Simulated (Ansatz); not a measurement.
Program: Ansatz. Geometries: PBE0-D4/def2-TZVP. ΔE: electronic, gas phase. CCSD(T)/CBS is the MP2 limit (def2-TZVPP, def2-QZVPP) plus CCSD(T) − MP2 in def2-TZVPP, frozen cores. def2 core potentials past Kr. For Sn outer-core shells are correlated without core-valence functions, which leaves a few kJ/mol of doubt a bond. Each species was taken in one conformer, which may not be the lowest.

Reaction (redistribution): `[CH3][SnH]([OH])[F]` + `NC1C[SiH2][SiH2]1` → `[CH3][SnH]([NH2])[OH]` + `FC1C[SiH2][SiH2]1`

```tsv
level	ΔE (kJ/mol)
HF/def2-TZVPP	81.3
MP2/CBS(def2)	91.5
```

Q: What does CCSD(T)/CBS give? (Best estimate.)

A: Ansatz gave: +85.6 kJ/mol. The listed levels differ from it by -4.3, 5.9 kJ/mol.

Largest T1 diagnostic among the species: 0.013.
